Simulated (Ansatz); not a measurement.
A series at In: from `[Br][In]([Br])[Br]`, ligands are replaced one by one, each step taking up NH₃ and setting free HBr; n counts the steps. Ansatz, PBE0-D4/def2-TZVP geometries. Each molecule was computed in one conformer, which needn't be the lowest.

```csv
n,molecule,"HOMO energy, ωB97M-V/def2-TZVPP (eV)"
0,`[Br][In]([Br])[Br]`,-10.96
1,`[NH2][In]([Br])[Br]`,-10.26
2,`[NH2][In]([NH2])[Br]`,?
3,`[NH2][In]([NH2])[NH2]`,-9.13
```

Q: By hand: fit a straight line y = ȳ + b (n − n̄) to the 3 given rows and predict n = 2.

A: n̄ = 1.333, ȳ = -10.117; Σ(n − n̄)(y − ȳ) = 2.817, Σ(n − n̄)² = 4.667, so b = 0.604 eV a step. Prediction: -10.117 + (0.604) × (0.667) = -9.71 eV.

Q: By hand: compare with the computed value, -9.67 eV, and give the steps along the whole series.

A: The line misses by 0.04 eV (computed minus predicted). Steps: 0.70, 0.59, 0.54 eV.

The steps shrink at each stage, from 0.70 to 0.54 eV, so the series is curved. The highest orbital can change its character along such a series. The miss is 2.2 % of the series' range.

Spin–orbit coupling is left out; it splits and shifts lone-pair levels of the heavy atoms by tenths of an eV.
